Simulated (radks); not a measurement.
Q: Ge XIV, configuration [Ar] 3d1. Calculated with a radial shooting solver on a logarithmic mesh with Libxc functionals: Dirac Kohn-Sham, PBE, spin-unpolarised, spherical densities, finite nucleus; open shells fill j = l - 1/2 first; Fermi nuclear charge, rms radius 4.0742 fm. Some entries of the table are withheld. Estimate them.

| orbital | occ. | eigenvalue (hartree) | <r> (bohr) |
|---|---|---|---|
| 1s1/2 | 2 | -417.7863 | 0.04701 |
| 2s1/2 | 2 | -65.71319 | (1) |
| 2p1/2 | 2 | -60.16710 | 0.1806 |
| 2p3/2 | 4 | -58.99266 | 0.1841 |
| 3s1/2 | 2 | (2) | 0.5614 |
| 3p1/2 | 2 | (3) | 0.5546 |
| 3p3/2 | 4 | (4) | 0.5612 |
| 3d3/2 | 1 | -14.18951 | (5) |
| 3d5/2 | 0 | -14.14989 | (6) |

A: 
(1) 2s1/2 <r> (bohr): 0.2090
(2) 3s1/2 eigenvalue (hartree): -19.25351
(3) 3p1/2 eigenvalue (hartree): -17.39661
(4) 3p3/2 eigenvalue (hartree): -17.18157
(5) 3d3/2 <r> (bohr): 0.5234
(6) 3d5/2 <r> (bohr): 0.5253
